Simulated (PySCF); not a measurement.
Compound: trans-Hf(NH3)2F4 (singlet state).
Cartesian coordinates in Å at the PBE0-D3(BJ)/def2-SVP level; atoms count from 1:
```xyz
13
F4H6HfN2 angstrom
Hf     0.2098    0.0051    0.0016
N     -0.0708   -0.0321    2.3569
H     -0.6223    0.7611    2.6870
H      0.8378   -0.0090    2.8220
H     -0.5653   -0.8709    2.6644
N     -0.1156    0.0135   -2.3550
H      0.2725    0.8351   -2.8185
H     -1.1268    0.0408   -2.4993
H      0.2287   -0.8292   -2.8150
F      2.0429   -0.0005    0.6946
F     -1.7355    0.0212    0.2577
F      0.3458    1.8967   -0.4794
F      0.3294   -1.8839   -0.4949
```

Method: PBE0-D3(BJ)/def2-SVP geometry optimisation, gas phase, def2 core potentials past Kr (PySCF 2.14.0).

(1) Which atoms are bound to Hf1, and at what distances?

(2) List the angles at Hf1.

(3) Describe the arrangement about Hf1 in numbers.

(4) What are the other bond lengths?

Answers

(1) 6 atoms: F12 1.957 Å, F13 1.957 Å, F10 1.960 Å, F11 1.962 Å, N2 2.372 Å, N6 2.379 Å. The nearest atom not counted as bound is H8, at 2.84 Å.

(2) 
```
      angle  degrees  distance of the outer atoms (Å)
  N2–Hf1–N6    165.3                             4.71
F10–Hf1–F11    151.8                             3.80
F12–Hf1–F13    150.1                             3.78
 N6–Hf1–F10    118.6                             3.74
 N2–Hf1–F12    105.5                             3.46
 N2–Hf1–F13    104.1                             3.42
F11–Hf1–F13     95.8                             2.91
F11–Hf1–F12     95.3                             2.90
F10–Hf1–F13     91.7                             2.81
F10–Hf1–F12     91.4                             2.80
 N6–Hf1–F11     89.6                             3.07
 N6–Hf1–F12     76.3                             2.70
 N6–Hf1–F13     76.1                             2.69
 N2–Hf1–F10     76.1                             2.69
 N2–Hf1–F11     75.7                             2.68
```

(3) The three widest angles are 165.3°, 151.8° and 150.1°, the others run from 75.7° to 118.6°.

(4) N2–H3 and 5 like bonds 1.021 Å.

Point group: near Cs, missed by 0.09 Å at most; the miss may be what the optimiser left on a soft mode. Charge 0, singlet. Whether it is a minimum is left open (no frequencies).
